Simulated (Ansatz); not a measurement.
Molecule: C₃H₄NSSi (charge 0, doublet). It need not be the lowest isomer of its formula. 
Coordinates optimised at B3LYP-D3(BJ)/def2-TZVP (Ansatz, an electronic-structure program):
SMILES: [SiH2]c1nccs1
```xyz
10

Si     2.2194    -0.0817     0.3510
C      0.3857    -0.1964     0.1226
N     -0.3468    -1.1955     0.5632
C     -1.6730    -0.9954     0.3339
C     -1.9963     0.1816    -0.2830
S     -0.5762     1.0807    -0.6008
H      2.8499    -1.4159     0.2389
H      2.7853     0.9058    -0.5999
H     -2.3857    -1.7483     0.6383
H     -2.9726     0.5419    -0.5610
```
Charge 0, spin multiplicity 2.

Property: atomisation energy (electronic, to ground-state atoms), in kJ/mol. Correlated levels leave the core frozen unless marked. Open shells are spin-unrestricted. Spin-orbit coupling is left out. Non-relativistic. The coupled-cluster limit lacks core correlation, which all-electron functionals hold. Basis-set limits of correlation are two-point, X^-3; Hartree-Fock from the larger set.

The UHF reference is spin-contaminated (<S^2> 0.31 over the pure value in the largest basis). 

```csv
level,program,atomisation energy (kJ/mol)
BLYP/def2-TZVPD,Ansatz,?
r2SCAN-D4/def2-TZVPD,Ansatz + dftd4,?
B97M-V/def2-TZVPD,Ansatz,4035.2
PBE0/6-31G*,Ansatz,4008.9
BHLYP-D3(BJ)/def2-TZVPD,Ansatz + dftd3,3846.6
B2PLYP-D4/def2-TZVPD,Ansatz + dftd4,?
SCS-MP2/cc-pV(D+d)Z,Ansatz,3625.5
SCS-MP2/cc-pV(Q+d)Z,Ansatz,3958.0
"CCSD(T)/CBS(cc-pV(T+d)Z,cc-pV(Q+d)Z)",Ansatz,3985.2
```

Q: Fill in the missing entries.

A: 
- BLYP/def2-TZVPD, atomisation energy (kJ/mol): 3973.2
- r2SCAN-D4/def2-TZVPD, atomisation energy (kJ/mol): 4048.3
- B2PLYP-D4/def2-TZVPD, atomisation energy (kJ/mol): 3977.1
